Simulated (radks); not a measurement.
Values are calculated unless marked as measured or tabulated.
Coulomb parameter of the 3d shell of the nickel ion Ni+ in the model configuration [Ar] 3d7 4p2, as a second difference U = [E(n + 0.5) + E(n - 0.5) - 2 E(n)] / (0.5)^2 with all orbitals relaxed. "Bare": the charge of the atom changes with n. "Screened": the 4p shell takes up the change at fixed total charge, which measures U(3d,3d) + U(4p,4p) - 2 U(3d,4p). Code: a radial shooting solver on a logarithmic mesh with Libxc functionals. Model: scalar-relativistic Kohn-Sham, r2SCAN, spin-unpolarised, spherical densities, finite nucleus; meta-GGA in the generalised Kohn-Sham scheme; Fermi nuclear charge, rms radius 3.7757 fm.

| case | configuration | E - E(n) (eV) |
|---|---|---|
| start | [Ar] 3d7 4p2 | 0.000 |
| bare +0.5 | [Ar] 3d7.5 4p2 | -11.707 |
| bare -0.5 | [Ar] 3d6.5 4p2 | 15.843 |
| screened +0.5 | [Ar] 3d7.5 4p1.5 | -7.907 |
| screened -0.5 | [Ar] 3d6.5 4p2.5 | 9.435 |

U(bare) = 16.544 eV, U(screened by 4p) = 6.113 eV, against the Slater integral F0(3d,3d) = 27.689 eV with frozen orbitals.
